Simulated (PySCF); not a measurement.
# Excitation energy of P⁺ by level of theory

P⁺ [Ne] 3s2 3p2 (3P) → P⁺ [Ne] 3s1 3p2 4s1 (5P), as a difference of total energies. All numbers are calculated (PySCF 2.14, the spin-free X2C one-electron Hamiltonian (Gaussian nucleus), in aug-cc-pVQZ-DK (7s6p4d3f2g, 84 functions)). Correlated levels: valence: [Ne] frozen. The calculations carry no spin-orbit coupling.

| method | excitation energy (eV) |
| --- | --- |
| UHF | 15.802 |
| LDA | 17.491 |
| PBE | 17.431 |
| PBE0 | 17.393 |
| M06 | 17.728 |
| TPSS | 17.555 |
| MP2 (valence) | 17.107 |
| SCS-MP2 (valence) | 17.550 |

**Question.** How much does correlation contribute at MP2 (valence)?

**Answer.** 17.107 − (15.802) = 1.305 eV, measured against UHF.

The promoted electron is Rydberg-like, and one or two diffuse shells describe it only roughly, which tends to raise the upper state.
